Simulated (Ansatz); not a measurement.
Harmonic frequencies (cm⁻¹) at PBE0-D4/def2-TZVP from Ansatz: 194, 589, 608.

Task: Which molecule is it?
A. `[NH2][Sn][SH]`
B. `[NH2][Sn][OH]`
C. `[F][Sn][F]`
D. `[NH2][Sn][Br]`

Result: C.
